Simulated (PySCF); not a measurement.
Excitations are Tamm–Dancoff values on a coarser integration grid. The basis has no diffuse functions, so Rydberg states are missing or too high.

Cartesian coordinates (Å):
SMILES: [H]/[O+]=C\CC
```xyz
11

C     -1.2969     0.1244     0.3227
C     -0.0383    -0.5612    -0.3206
C      1.0063     0.4401    -0.3983
O      2.0714     0.4678     0.2905
H     -1.0914     0.4284     1.3480
H     -2.0905    -0.6219     0.3193
H     -1.6204     0.9862    -0.2604
H      0.2700    -1.4405     0.2482
H     -0.3061    -0.8502    -1.3439
H      0.9114     1.3102    -1.0488
H      2.1891    -0.3073     0.8810
```
Charge +1, spin multiplicity 1.

**Question.** Predict the S1–T1 gap (TDA), HOMO–LUMO gap, S1 oscillator strength, LUMO and HOMO from PBE-D3(BJ)/def2-TZVP // TPSSh-D3(BJ)/def2-TZVP (PySCF 2.14.0).

**Answer.** 
| Quantity | Value |
|---|---|
| S1–T1 gap (TDA) | 0.28 eV |
| HOMO–LUMO gap | 4.67 eV |
| S1 oscillator strength | 0.002 |
| LUMO | -9.53 eV |
| HOMO | -14.20 eV |
